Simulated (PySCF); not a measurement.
Relaxation of singlet RhH₃

Computed with PBE0/[Rh def2-TZVP with ECP28, H def2-TZVP], scalar-relativistic core potentials, density fitting, no spin–orbit coupling, PySCF. A (50,194) grid was used.

A start displaced from a saddle point along its imaginary mode, of C3v symmetry, held to at least that symmetry:

```xyz
4
charge 0 multiplicity 1, angstrom
Rh    0.0000    0.0000    0.0035
H     1.5337    0.0000   -0.1200
H    -0.7669    1.3283   -0.1200
H    -0.7669   -1.3283   -0.1200
```

**Question.** What forces act on the atoms at the start (eV/Å)?

**Answer.** 
| atom | Fx | Fy | Fz |
| --- | --- | --- | --- |
| Rh1 | 0.00 | 0.00 | 2.04 |
| H2 | -0.13 | 0.00 | -0.68 |
| H3 | 0.07 | -0.12 | -0.68 |
| H4 | 0.07 | 0.12 | -0.68 |

**Question.** What does it relax to?

**Answer.** It ends at C3v with Rh–H 1.505 Å (×3); H–Rh–H 83.1° (×3). A frequency run shows a minimum.

**Question.** How much energy is released, and in how many steps?

**Answer.** 201.7 kJ/mol in 7 steps.

The relaxation took roughly 14 core-seconds on a shared host.
